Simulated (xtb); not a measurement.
H$_{7}$Si$_{3}$ (SMILES [SiH2][SiH2][SiH3]), doublet, from a rough starting geometry; GFN2-xTB run with xtb 6.7.1.

The xtb input:
```
$ xtb mol.xyz --gfn 2 --uhf 1 --opt vtight --json

# file mol.xyz
10

Si     2.07630761     0.54888250     0.10513416
Si     0.23584509    -0.67132381    -0.46008353
Si    -1.76374587     0.20504993     0.39035735
H      3.38693714    -0.03729670    -0.16420508
H      2.20836557     1.91906758    -0.15719095
H      0.02043575    -0.92889361    -1.89970912
H      0.45853925    -2.04492370     0.10504581
H     -2.86108270    -0.88392454     0.54884447
H     -2.25283337     1.18945993    -0.37686442
H     -1.61790799     0.67419779     1.77546513
```

The log (banner, timings and long lists left out):

```
   ID    Z sym.   atoms
    1   14 Si     1-3
    2    1 H      4-10

           -------------------------------------------------
          |                Calculation Setup                |
           -------------------------------------------------

           -------------------------------------------------
          |                 G F N 2 - x T B                 |
           -------------------------------------------------

          ...................................................
          :                      SETUP                      :
          :.................................................:
          :  # basis functions                  37          :
          :  # atomic orbitals                  34          :
          :  # shells                           16          :
          :  # electrons                        19          :
          :  max. iterations                   250          :
          :  Hamiltonian                  GFN2-xTB          :
          :  restarted?                      false          :
          :  GBSA solvation                  false          :
          :  PC potential                    false          :
          :  electronic temp.          300.0000000     K    :
          :  accuracy                    1.0000000          :
          :  -> integral cutoff          0.2500000E+02      :
          :  -> integral neglect         0.1000000E-07      :
          :  -> SCF convergence          0.1000000E-05 Eh   :
          :  -> wf. convergence          0.1000000E-03 e    :
          :  Broyden damping             0.4000000          :
          :  net charge                          0          :
          :  unpaired electrons                  1          :
          ...................................................

 iter      E             dE          RMSdq      gap      omega  full diag
   1     -8.6654249 -0.866542E+01  0.536E+00    2.48       0.0  T
   2     -8.7523227 -0.868978E-01  0.342E+00    1.82       1.0  T
   3     -8.7542500 -0.192729E-02  0.217E+00    2.13       1.0  T
   4     -8.7526944  0.155565E-02  0.114E+00    1.92       1.0  T
   5     -8.7555354 -0.284101E-02  0.384E-01    2.03       1.0  T
   6     -8.7556435 -0.108178E-03  0.246E-01    2.03       1.0  T
   7     -8.7556601 -0.165654E-04  0.116E-01    2.03       1.0  T
   8     -8.7556677 -0.755807E-05  0.314E-02    2.05       1.0  T
   9     -8.7556687 -0.105980E-05  0.182E-02    2.05       1.7  T
[...]
 * total energy  :    -8.6743003 Eh     change       -0.1437297E-05 Eh
 * total energy  :    -8.6743031 Eh     change       -0.2739215E-05 Eh
 * total energy  :    -8.6743074 Eh     change       -0.4341364E-05 Eh
 * total energy  :    -8.6743126 Eh     change       -0.5182271E-05 Eh
 * total energy  :    -8.6743176 Eh     change       -0.5003592E-05 Eh
 * total energy  :    -8.6743215 Eh     change       -0.3872342E-05 Eh
 * total energy  :    -8.6743292 Eh     change       -0.7712947E-05 Eh
 * total energy  :    -8.6743285 Eh     change        0.6480914E-06 Eh
 * total energy  :    -8.6743337 Eh     change       -0.5206776E-05 Eh
 * total energy  :    -8.6743340 Eh     change       -0.2536042E-06 Eh
 * total energy  :    -8.6743343 Eh     change       -0.3353400E-06 Eh
 * total energy  :    -8.6743344 Eh     change       -0.7510116E-07 Eh
   *** GEOMETRY OPTIMIZATION CONVERGED AFTER 26 ITERATIONS ***
         :: total energy              -8.674334413253 Eh    ::
[...]
     4   1 H        0.918    -0.089     5.189     3.563
     5   1 H        0.918    -0.105     5.730     3.744
     6   1 H        0.913    -0.134     6.922     4.115
     7   1 H        0.914    -0.150     7.711     4.343
     8   1 H        0.918    -0.127     6.607     4.020
     9   1 H        0.918    -0.140     7.182     4.191
    10   1 H        0.918    -0.143     7.330     4.234

 Mol. C6AA /au·bohr⁶  :       2648.825274
 Mol. C8AA /au·bohr⁸  :     120257.014818
 Mol. α(0) /au        :         96.759065

Wiberg/Mayer (AO) data.
largest (>0.10) Wiberg bond orders for each atom

 ---------------------------------------------------------------------------
     #   Z sym  total        # sym  WBO       # sym  WBO       # sym  WBO
 ---------------------------------------------------------------------------
     1  14 Si   2.975 --     2 Si   1.059     4 H    0.896     5 H    0.895
     2  14 Si   3.845 --     1 Si   1.059     7 H    0.886     6 H    0.884
                             3 Si   0.840
     3  14 Si   3.666 --     8 H    0.902     9 H    0.901    10 H    0.901
                             2 Si   0.840
     4   1 H    0.991 --     1 Si   0.896
     5   1 H    0.989 --     1 Si   0.895
     6   1 H    0.982 --     2 Si   0.884
     7   1 H    0.977 --     2 Si   0.886
     8   1 H    0.983 --     3 Si   0.902
     9   1 H    0.980 --     3 Si   0.901
    10   1 H    0.980 --     3 Si   0.901
 ---------------------------------------------------------------------------

Topologies differ in total number of bonds
Writing topology from bond orders to xtbtopo.mol

molecular dipole:
                 x           y           z       tot (Debye)
 q only:        0.483       0.081       0.121
   full:        0.045      -0.013      -0.117       0.319
molecular quadrupole (traceless):
                xx          xy          yy          xz          yz          zz
 q only:       -1.045       0.216      -0.499       1.693      -0.919       1.544
  q+dip:       -1.677       0.267       0.437       0.745      -1.186       1.240
   full:       -2.605      -0.449       0.696       0.235      -1.329       1.909

optimized geometry written to: xtbopt.xyz

           -------------------------------------------------
          | TOTAL ENERGY               -8.674334413253 Eh   |
          | GRADIENT NORM               0.000374245526 Eh/α |
          | HOMO-LUMO GAP               1.982665452190 eV   |
           -------------------------------------------------
```
